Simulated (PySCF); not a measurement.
A calculated (PW91, PySCF 2.14, ANO-RCC-VTZP, scalar relativity by spin-free X2C-1e) atom or ion has these occupied shells.

| shell | electrons | orbital energy (eV) | rms radius, mean of both spins (bohr) |
| --- | --- | --- | --- |
| 1s α | 1 | -59134.6 | 0.0227 |
| 1s β | 1 | -59134.5 | 0.0227 |
| 2s α | 1 | -10000.5 | 0.0918 |
| 2s β | 1 | -10000.4 | 0.0918 |
| 2p α | 3 | -8856.9 | 0.0829 |
| 2p β | 3 | -8856.9 | 0.0829 |
| 3s α | 1 | -2269.7 | 0.236 |
| 3s β | 1 | -2268.7 | 0.236 |
| 3p α | 3 | -1921.5 | 0.237 |
| 3p β | 3 | -1920.6 | 0.237 |
| 3d α | 5 | -1480.5 | 0.216 |
| 3d β | 5 | -1479.8 | 0.216 |
| 4s α | 1 | -468.73 | 0.529 |
| 4s β | 1 | -466.75 | 0.529 |
| 4p α | 3 | -353.63 | 0.563 |
| 4p β | 3 | -351.68 | 0.563 |
| 4d α | 5 | -198.07 | 0.615 |
| 4d β | 5 | -196.16 | 0.615 |
| 5s α | 1 | -76.580 | 1.28 |
| 5s β | 1 | -75.626 | 1.28 |
| 5p α | 3 | -49.163 | 1.51 |
| 5p β | 3 | -48.429 | 1.51 |
| 4f α | 7 | -28.983 | 0.868 |
| 4f β | 5 | -27.461 | 0.868 |
| 6p α | 1 | -13.360 | 4.14 |

(1) Name the element and its charge.

## Answers

(1) Tm²⁺ (thulium, charge +2), in [Xe] 4f12 6p1, one real determinant (an excited configuration).
